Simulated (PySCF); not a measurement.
PySCF input for CH₂NO, SMILES [NH]C=O, multiplicity 2, TDA-PBE/def2-SVPD. Geometry optimised at PBE0-D3(BJ)/def2-TZVP. A frequency run showed that this geometry is not a minimum. The isomer is the one that the SMILES or the coordinates give; other isomers of the formula were not compared. Other conformers were not sampled.

```python
import numpy as np
from pyscf import gto, scf, dft, tdscf

mol = gto.M(
    atom='''
    N    -0.11318805    1.10971652    0.00000000
    C     0.45840493   -0.04845412    0.00000000
    O    -0.29637765   -1.05561977    0.00000000
    H    -1.13290465    1.11479209    0.00000000
    H     1.54581265   -0.14712490    0.00000000
    ''',
    basis='def2-SVPD',
    charge=0,
    spin=1,
    max_memory=1600,
    verbose=4,
)
mf = dft.UKS(mol, xc='pbe').density_fit(auxbasis='def2-universal-jkfit')
mf.grids.level = 3
mf.conv_tol = 1e-9
mf.max_cycle = 100
mf.kernel()
fine, coarse = mf.grids, dft.Grids(mol).set(level=1).build(with_non0tab=True)
for _ in range(3):  # follow internal instabilities
    mf.grids = coarse
    mo, _, stable, _ = mf.stability(return_status=True, nroots=4)
    mf.grids = fine
    if stable:
        break
    mf.kernel(mf.make_rdm1(mo, mf.mo_occ))
mf.grids = dft.Grids(mol).set(level=1).build(with_non0tab=True)  # coarser grid for the response kernel
td = tdscf.TDA(mf)
td.nstates = 10
td.conv_tol = 1e-4
td.positive_eig_threshold = 1e-6
td.kernel(x0=td.get_init_guess(mf, 15))
td.analyze()
```

Log of the run:

```
PySCF version 2.14.0

[INPUT] verbose = 4
[INPUT] num. atoms = 5
[INPUT] num. electrons = 23
[INPUT] charge = 0
[INPUT] spin (= nelec alpha-beta = 2S) = 1
[INPUT] symmetry False subgroup None
[INPUT] Mole.unit = angstrom
[INPUT] Symbol           X                Y                Z      unit          X                Y                Z       unit  Magmom
[INPUT]  1 N     -0.113188050000   1.109716520000   0.000000000000 AA   -0.213894415074   2.097060298705   0.000000000000 Bohr   0.0
[INPUT]  2 C      0.458404930000  -0.048454120000   0.000000000000 AA    0.866259771850  -0.091565016407   0.000000000000 Bohr   0.0
[INPUT]  3 O     -0.296377650000  -1.055619770000   0.000000000000 AA   -0.560072587942  -1.994832256976   0.000000000000 Bohr   0.0
[INPUT]  4 H     -1.132904650000   1.114792090000   0.000000000000 AA   -2.140879513746   2.106651735931   0.000000000000 Bohr   0.0
[INPUT]  5 H      1.545812650000  -0.147124900000   0.000000000000 AA    2.921162548388  -0.278025767104   0.000000000000 Bohr   0.0

nuclear repulsion = 65.0176212293643
number of shells = 33
number of NR pGTOs = 113
number of NR cGTOs = 79
basis = def2-SVPD
ecp = {}


[settings echo left out]
init E= -169.215109866361
  alpha nocc = 12  HOMO = -0.307847738516731  LUMO = -0.0718958723410648

WARN: beta  nocc = 11  HOMO -0.308682067876728 >= LUMO -0.307847738516731


WARN: HOMO -0.307847738516731 >= LUMO -0.307847738516731

cycle= 1 E= -168.788248576264  delta_E= 0.427  |g|= 0.518  |ddm|= 2.06
  alpha nocc = 12  HOMO = -0.0696609127495544  LUMO = 0.00960993184827119
  beta  nocc = 11  HOMO = -0.175227025901837  LUMO = -0.0521741279265937
  HOMO = -0.0696609127496  LUMO = -0.0521741279266  gap/eV = 0.47584
cycle= 2 E= -167.029125777921  delta_E= 1.76  |g|= 1.89  |ddm|=  2.2
  alpha nocc = 12  HOMO = -0.23108503633167  LUMO = -0.0239738214083185
  beta  nocc = 11  HOMO = -0.219871112389119  LUMO = -0.196213656405678
  HOMO = -0.219871112389  LUMO = -0.196213656406  gap/eV = 0.64375
cycle= 3 E= -168.89413437996  delta_E= -1.87  |g|= 0.179  |ddm|= 1.94
  alpha nocc = 12  HOMO = -0.279714791412258  LUMO = -0.050266537647548
  beta  nocc = 11  HOMO = -0.267607522219798  LUMO = -0.237999540258818
  HOMO = -0.26760752222  LUMO = -0.237999540259  gap/eV = 0.80567
cycle= 4 E= -168.85646931556  delta_E= 0.0377  |g|= 0.329  |ddm|= 0.514
  alpha nocc = 12  HOMO = -0.263147551284848  LUMO = -0.0502748920497265
  beta  nocc = 11  HOMO = -0.251331316539204  LUMO = -0.225587655040327
  HOMO = -0.251331316539  LUMO = -0.22558765504  gap/eV = 0.70052
cycle= 5 E= -168.90801108579  delta_E= -0.0515  |g|= 0.0523  |ddm|= 0.329
  alpha nocc = 12  HOMO = -0.258686667762207  LUMO = -0.0422915687607945
  beta  nocc = 11  HOMO = -0.246663505947917  LUMO = -0.221222617616416
  HOMO = -0.246663505948  LUMO = -0.221222617616  gap/eV = 0.69228
cycle= 6 E= -168.908070231484  delta_E= -5.91e-05  |g|= 0.0501  |ddm|= 0.0554
  alpha nocc = 12  HOMO = -0.260113216356284  LUMO = -0.0436210091013685
  beta  nocc = 11  HOMO = -0.247988999585573  LUMO = -0.223112547062097
  HOMO = -0.247988999586  LUMO = -0.223112547062  gap/eV = 0.67692
cycle= 7 E= -168.909136759443  delta_E= -0.00107  |g|= 0.0162  |ddm|= 0.0363
  alpha nocc = 12  HOMO = -0.25996241618119  LUMO = -0.0436941334457659
  beta  nocc = 11  HOMO = -0.247737825780307  LUMO = -0.223011915400693
  HOMO = -0.24773782578  LUMO = -0.223011915401  gap/eV = 0.67283
cycle= 8 E= -168.909257506739  delta_E= -0.000121  |g|= 0.00165  |ddm|= 0.0156
  alpha nocc = 12  HOMO = -0.260089016521375  LUMO = -0.0437685109907076
  beta  nocc = 11  HOMO = -0.247826370442919  LUMO = -0.223059635206962
  HOMO = -0.247826370443  LUMO = -0.223059635207  gap/eV = 0.67394
cycle= 9 E= -168.909258687182  delta_E= -1.18e-06  |g|= 0.000308  |ddm|= 0.00167
  alpha nocc = 12  HOMO = -0.260075317942707  LUMO = -0.0437584264226905
  beta  nocc = 11  HOMO = -0.247799973541208  LUMO = -0.223034420015885
  HOMO = -0.247799973541  LUMO = -0.223034420016  gap/eV = 0.67391
cycle= 10 E= -168.909258731464  delta_E= -4.43e-08  |g|= 0.000114  |ddm|= 0.000298
  alpha nocc = 12  HOMO = -0.260080418944042  LUMO = -0.0437635583660203
  beta  nocc = 11  HOMO = -0.247798174887128  LUMO = -0.223033991368597
  HOMO = -0.247798174887  LUMO = -0.223033991369  gap/eV = 0.67387
cycle= 11 E= -168.909258737427  delta_E= -5.96e-09  |g|= 4.07e-05  |ddm|= 0.000162
  alpha nocc = 12  HOMO = -0.26008152438047  LUMO = -0.0437643282585971
  beta  nocc = 11  HOMO = -0.247797611386586  LUMO = -0.22303358649302
  HOMO = -0.247797611387  LUMO = -0.223033586493  gap/eV = 0.67386
cycle= 12 E= -168.909258738325  delta_E= -8.98e-10  |g|= 5.83e-06  |ddm|= 6.14e-05
  alpha nocc = 12  HOMO = -0.260080947200108  LUMO = -0.0437639108832246
  beta  nocc = 11  HOMO = -0.247796755364225  LUMO = -0.22303314972442
  HOMO = -0.247796755364  LUMO = -0.223033149724  gap/eV = 0.67385
Extra cycle  E= -168.909258737623  delta_E= 7.02e-10  |g|= 3.87e-05  |ddm|= 4.99e-05
converged SCF energy = -168.909258737623  <S^2> = 0.75312588  2S+1 = 2.0031234
tot grids = 20424
uhf_internal: lowest eigs of H = [0.02668925 0.17312816 0.30431371 0.31842183]
<class 'pyscf.df.df_jk.DFUKS'> wavefunction is stable in the internal stability analysis
tot grids = 20424
Overwritten attributes  positive_eig_threshold  of <class 'pyscf.tdscf.uks.TDA'>


******** <class 'pyscf.tdscf.uks.TDA'> for <class 'pyscf.df.df_jk.DFUKS'> ********
nstates = 10
deg_eia_thresh = 1.000e-03
wfnsym = None
conv_tol = 0.0001
eigh lindep = 1e-12
eigh level_shift = 0
eigh max_cycle = 100


Excitation energies (eV)
[0.55696002 2.46801869 4.51227824 4.95705722 5.63823135 6.33591298
 6.39643045 6.47108901 7.34685502 7.36720268]

** Excitation energies and oscillator strengths **
Excited State   1:      0.55696 eV   2226.09 nm  f=0.0003
      11b ->   12b      0.99864
Excited State   2:      2.46802 eV    502.36 nm  f=0.0358
      12a ->   13a      0.23319
       8b ->   12b     -0.12758
      10b ->   12b     -0.93084
      11b ->   13b      0.19808
Excited State   3:      4.51228 eV    274.77 nm  f=0.0001
      11a ->   13a      0.11521
       9b ->   12b     -0.99277
Excited State   4:      4.95706 eV    250.12 nm  f=0.0005
      12a ->   13a      0.68028
      11b ->   13b     -0.72824
Excited State   5:      5.63823 eV    219.90 nm  f=0.0099
      12a ->   13a      0.23752
       8b ->   12b      0.93549
      11b ->   13b      0.24746
Excited State   6:      6.33591 eV    195.68 nm  f=0.0000
      11a ->   13a     -0.89369
       9b ->   12b     -0.10265
      10b ->   13b     -0.42358
Excited State   7:      6.39643 eV    193.83 nm  f=0.0031
      12a ->   13a      0.21438
       7b ->   12b     -0.94446
      11b ->   13b      0.21020
Excited State   8:      6.47109 eV    191.60 nm  f=0.0014
      10a ->   13a     -0.27380
      11a ->   13a     -0.43037
      10b ->   13b      0.85576
Excited State   9:      7.34686 eV    168.76 nm  f=0.0016
      12a ->   14a      0.13843
      12a ->   15a      0.20180
      11b ->   14b     -0.70877
      11b ->   15b     -0.65129
Excited State  10:      7.36720 eV    168.29 nm  f=0.0001
      12a ->   15a      0.26091
      11b ->   14b      0.69973
      11b ->   15b     -0.65878

** Transition electric dipole moments (AU) **
state          X           Y           Z        Dip. S.      Osc.
  1         0.0000      0.0000     -0.1403      0.0197      0.0003
  2        -0.0453     -0.7676      0.0000      0.5913      0.0358
  3         0.0000      0.0000     -0.0265      0.0007      0.0001
  4         0.0034     -0.0639     -0.0000      0.0041      0.0005
  5        -0.0490     -0.2630      0.0000      0.0716      0.0099
  6         0.0000      0.0000     -0.0164      0.0003      0.0000
  7        -0.1383      0.0258      0.0000      0.0198      0.0031
  8        -0.0000      0.0000     -0.0944      0.0089      0.0014
  9        -0.0000      0.0000      0.0954      0.0091      0.0016
 10         0.0000      0.0000      0.0256      0.0007      0.0001

** Transition velocity dipole moments (imaginary part, AU) **
state          X           Y           Z        Dip. S.      Osc.
  1        -0.0000     -0.0000      0.0133      0.0002      0.0058
  2         0.0326      0.1640      0.0000      0.0280      0.2055
  3        -0.0000      0.0000      0.0005      0.0000      0.0000
  4        -0.0003     -0.0031     -0.0000      0.0000      0.0000
  5        -0.0095     -0.0015     -0.0000      0.0001      0.0003
  6        -0.0000      0.0000      0.0024      0.0000      0.0000
  7         0.0111     -0.0232      0.0000      0.0007      0.0019
  8         0.0000     -0.0000      0.0090      0.0001      0.0002
  9        -0.0000      0.0000      0.0284      0.0008      0.0020
 10        -0.0000     -0.0000      0.0064      0.0000      0.0001

** Transition magnetic dipole moments (imaginary part, AU) **
state          X           Y           Z
  1        -0.1137      0.5396      0.0000
  2        -0.0000      0.0000      0.0317
  3        -0.5264     -0.1497      0.0000
  4        -0.0000     -0.0000      0.0023
  5        -0.0000     -0.0000     -0.6932
  6         0.3521      0.3243      0.0000
  7        -0.0000      0.0000     -0.2551
  8         0.2883     -0.3977     -0.0000
  9        -0.3118      0.1620     -0.0000
 10        -0.0104      0.0234      0.0000
```

Self-consistency was reached.

Cost: roughly 30 core-seconds.
